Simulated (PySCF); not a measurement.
Geometries of 4 isomers of C5H4F4O2, from PBE0-D3(BJ)/def2-SVP geometry optimisation, gas phase (PySCF). One conformer each, no zero-point energy, no frequencies.

Problem. Which is lowest in electronic energy at this level?
A.
```xyz
15
angstrom
F     -2.131   -0.662    1.825
C     -1.923    0.102    0.701
C     -0.498    0.560    0.657
C      0.088   -0.103   -0.339
O      1.367   -0.138   -0.789
C      2.349    0.468   -0.073
F      3.478    0.264   -0.715
F      2.144    1.776    0.039
F      2.445   -0.034    1.150
C     -0.897   -0.969   -1.055
O     -2.121   -0.658   -0.440
H     -2.679    0.905    0.734
H     -0.056    1.243    1.378
H     -0.637   -2.039   -0.951
H     -0.948   -0.735   -2.132
```
B.
```xyz
15
angstrom
F     -0.983    0.373    2.386
C     -0.848    0.188    1.082
C      0.247   -0.250    0.439
O      1.428   -0.600    0.945
C      2.547   -0.349    0.171
F      3.570   -0.880    0.821
F      2.735    0.973    0.069
O      0.097   -0.362   -0.896
C     -1.183    0.208   -1.193
C     -1.966    0.273    0.115
F     -2.842   -0.795    0.229
H      2.459   -0.779   -0.839
H     -1.019    1.216   -1.604
H     -1.689   -0.425   -1.933
H     -2.573    1.189    0.202
```
C.
```xyz
15
angstrom
C     -0.816    1.669   -0.423
C     -0.114    0.537   -0.314
O     -0.615   -0.727   -0.197
C     -1.858   -0.889    0.355
F     -1.983   -2.173    0.656
F     -2.812   -0.574   -0.537
C      1.380    0.553   -0.309
O      2.019    1.533   -0.578
C      2.066   -0.757    0.113
F      3.389   -0.617    0.010
F      1.745   -0.983    1.408
H     -0.252    2.600   -0.493
H     -1.905    1.693   -0.466
H     -1.988   -0.259    1.254
H      1.736   -1.621   -0.489
```
D.
```xyz
15
angstrom
F     -0.624   -2.108    0.287
C     -0.999   -0.852    0.668
C     -2.133   -0.301   -0.132
C     -1.739    0.857   -0.664
O     -0.471    1.232   -0.358
C      0.124    0.188    0.379
O      1.118   -0.435   -0.381
C      2.355    0.092   -0.336
F      3.138   -0.649   -1.089
F      2.842    0.101    0.910
F      2.392    1.347   -0.775
H     -1.214   -0.893    1.750
H     -3.104   -0.776   -0.245
H     -2.280    1.563   -1.295
H      0.561    0.623    1.289
```

Solution. A. That is `F[C@H]1C=C(OC(F)(F)F)CO1`, 4.4 kcal/mol below the next.

```
                      SMILES                                                   atoms numbered as above      E (Eh)  relative (kcal/mol)  relative (kJ/mol)  dipole (D)
    F[C@H]1C=C(OC(F)(F)F)CO1   [F:1][C@H:2]1[CH:3]=[C:4]([O:5][C:6]([F:7])([F:8])[F:9])[CH2:10][O:11]1  -741.44031                  0.0                0.0        1.54
F[C@@H]1C=CO[C@@H]1OC(F)(F)F  [F:1][C@@H:2]1[CH:3]=[CH:4][O:5][C@@H:6]1[O:7][C:8]([F:9])([F:10])[F:11]  -741.43336                  4.4               18.3        3.10
       C=C(OC(F)F)C(=O)C(F)F   [CH2:1]=[C:2]([O:3][CH:4]([F:5])[F:6])[C:7](=[O:8])[CH:9]([F:10])[F:11]  -741.41175                 17.9               75.0        2.46
      FC1=C(OC(F)F)OC[C@H]1F     [F:1][C:2]1=[C:3]([O:4][CH:5]([F:6])[F:7])[O:8][CH2:9][C@H:10]1[F:11]  -741.40468                 22.4               93.6        3.33
```
